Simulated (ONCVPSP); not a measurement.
# beryllium (Be): variants of one ONCV potential

Base potential:

| Quantity | Value |
| --- | --- |
| Element | Be |
| Generator | ONCVPSP 4.0.1 |
| Type | optimised norm-conserving Vanderbilt (ONCV) |
| Functional | PBE |
| Relativity | scalar-relativistic |
| Frozen core | none |
| Valence charge | 4 |
| Reference configuration | 1s2 2s1 (charge +1) |
| Partial waves | 1s+2s: rc 0.90 bohr, ncon 4, nbas 7, qcut 11.4 1/bohr, 2 projectors; p scattering state at 0.05 Ha: rc 0.85 bohr, ncon 4, nbas 7, qcut 10.4 1/bohr, 2 projectors, debl 2.1 Ha |
| Local potential | polynomial inside 0.55 bohr (lpopt 5, dvloc0 0 Ha) |
| Core correction | none |

All-electron outer shells of the reference configuration (PBE, scalar-relativistic, ld1.x):

```tsv
shell	level (eV)	outermost node (bohr)	outermost maximum (bohr)
1s	-117.79	–	0.27
2s	-13.70	0.59	1.89
```

Cutoffs, loose and tight: the cutoffs (Ha) at which the residual kinetic energy of the hardest occupied pseudo-wave falls to 1 and 0.1 mHa per electron. They do not see the model core or the augmentation charge, which bear on the density cutoff. Test errors are all-electron minus pseudo excitation energies from the reference, over the configurations 1s2 2s2; 1s2 2s0; 1s2 2s1.5; 1s2 2s1 2p1. A dash means not determined; rows that change the core or the reference have their own tests.

| change | outcome | cutoff, loose | cutoff, tight | bound ghosts | GHOST(+) flags above zero | largest test error (meV) |
| --- | --- | --- | --- | --- | --- | --- |
| base | generated | 59 Ha | 114 Ha | none | none | +2.2 |
| all radii scaled by about 0.80 (s 0.72, p 0.68 bohr); local potential polynomial inside 0.44 bohr (lpopt 5, dvloc0 0 Ha) | generated | 192 Ha | 245 Ha | none | none | +1.9 |
| all radii scaled by about 1.10 (s 0.98, p 0.94 bohr); local potential polynomial inside 0.60 bohr (lpopt 5, dvloc0 0 Ha) | generated | 54 Ha | 63 Ha | none | none | +2.3 |
| all radii scaled by about 1.18 (s 1.06, p 1.00 bohr); local potential polynomial inside 0.64 bohr (lpopt 5, dvloc0 0 Ha) | generated | 51 Ha | 58 Ha | none | none | +2.1 |
| all radii scaled by about 1.31 (s 1.18, p 1.12 bohr); local potential polynomial inside 0.72 bohr (lpopt 5, dvloc0 0 Ha) | generated | 46 Ha | 53 Ha | none | none | +1.1 |

(1) What comes out with this change to the base: all radii scaled by about 0.90 (s 0.82, p 0.76 bohr); local potential polynomial inside 0.50 bohr (lpopt 5, dvloc0 0 Ha)?

Results:

(1) outcome: generated; cutoff, loose: 67 Ha; cutoff, tight: 173 Ha; bound ghosts: none; GHOST(+) flags above zero: none; largest test error (meV): +2.2.

Reading the sweep of the scale of all radii (base = 1) (base included, trends over the rows without a ghost): The loose cutoff falls from 192 Ha at 0.8 to 46 Ha at 1.31. A larger radius leaves more room for a smooth pseudo-wave, so fewer plane waves are needed; a smaller one forces it to follow the all-electron wave where it bends sharply. The median size of the test errors (rows with all tests solved) stays near 0.5 meV.
